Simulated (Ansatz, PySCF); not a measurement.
This Ansatz (an electronic-structure program) input computes a BLYP/def2-TZVPD energy:

Ansatz 0.2 input:
```yaml
crystal:
  periodic: [false, false, false]
  atoms:
    - {symbol: B, position_ang: [-0.00000000, -0.00000000, -1.23654521]}
    - {symbol: Cl, position_ang: [0.00000000, 0.00000000, 0.36368977]}
basis:
  gaussian:
    orbitals: def2-TZVPD
hamiltonian:
  xc: {name: BLYP}
total_charge: 1
magnetization: {spin_polarized: true, initial_magnetization: 1}
output: {forces: true}
```

Write an input for the same energy in PySCF and say what it gives.


```python
from pyscf import gto, scf, dft

mol = gto.M(
    atom='''
    B    -0.00000000   -0.00000000   -1.23654521
    Cl    0.00000000    0.00000000    0.36368977
    ''',
    basis='def2-tzvpd',
    charge=1,
    spin=1,
    symmetry='C2v',
    verbose=4,
)

mf = dft.UKS(mol, xc='blyp').density_fit(auxbasis='def2-universal-jkfit')
mf.grids.level = 3
mf.conv_tol = 1e-9
mf.max_cycle = 100
mf.max_memory = 1500
mf.kernel()
if not mf.converged:
    mf = mf.newton()
    mf.kernel(mf.make_rdm1())
mf.analyze()
```
It gives -484.63930 Eh, and Ansatz -484.63929 Eh, a difference of 0.01 mEh.
